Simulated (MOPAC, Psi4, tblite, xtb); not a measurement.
Two rigid molecules brought together: C3H9Al ··· CS2 (SMILES [CH3][Al]([CH3])[CH3] and S=C=S). Monomers: optimised at B3LYP-D3(BJ) (def2-SVP and def2-TZVP), held rigid. Orientation: lowest of the rigid-body minima from ten starts at GFN2-xTB (searched outside a hard wall at short contacts). Only R, the distance of the centres of mass, is varied, so the lowest point isn't the relaxed dimer. The shortest distances reach bonding range, where SAPT0 and rigid monomers are unreliable.

- GFN1-xTB (xtb)
- PM7, restricted, heats of formation (MOPAC)
- GFN2-xTB (tblite)
- SAPT0/jun-cc-pVDZ, frozen core (Psi4)

Interaction energies in kcal/mol; the last columns give the difference from SAPT0:

```
R / Å  GFN1-xTB    PM7  GFN2-xTB  SAPT0/jun-cc-pVDZ  GFN1-xTB − SAPT0/jun-cc-pVDZ  PM7 − SAPT0/jun-cc-pVDZ  GFN2-xTB − SAPT0/jun-cc-pVDZ
-----  --------  -----  --------  -----------------  ----------------------------  -----------------------  ----------------------------
2.65      -1.83  14.52      4.10              18.54                        -20.37                    -4.02                        -14.44
2.83      -9.95   0.41     -3.59               7.58                        -17.52                    -7.17                        -11.17
3.05     -14.11  -6.51     -7.39               0.70                        -14.81                    -7.21                         -8.09
3.24     -14.69  -7.69     -8.10              -1.95                        -12.74                    -5.74                         -6.14
3.41     -13.95  -7.17     -7.72              -2.94                        -11.01                    -4.22                         -4.78
3.67     -11.94  -5.65     -6.44              -3.21                         -8.73                    -2.43                         -3.22
3.96      -9.53  -4.21     -4.87              -2.82                         -6.71                    -1.39                         -2.06
4.27      -7.28  -3.11     -3.46              -2.22                         -5.06                    -0.90                         -1.24
4.72      -4.80  -1.93     -2.03              -1.45                         -3.36                    -0.48                         -0.58
5.41      -2.45  -0.88     -0.89              -0.71                         -1.74                    -0.17                         -0.18
6.48      -0.77  -0.33     -0.25              -0.24                         -0.53                    -0.09                         -0.01
7.72      -0.19  -0.11     -0.05              -0.08                         -0.11                    -0.03                          0.03
```

GFN1-xTB is furthest from SAPT0/jun-cc-pVDZ at 2.65 (-20.37 kcal/mol, below); its mean absolute difference over the points is 8.56 kcal/mol.

PM7 is furthest from SAPT0/jun-cc-pVDZ at 3.05 (-7.21 kcal/mol, below); its mean absolute difference over the points is 2.82 kcal/mol.

GFN2-xTB is furthest from SAPT0/jun-cc-pVDZ at 2.65 (-14.44 kcal/mol, below); its mean absolute difference over the points is 4.33 kcal/mol.
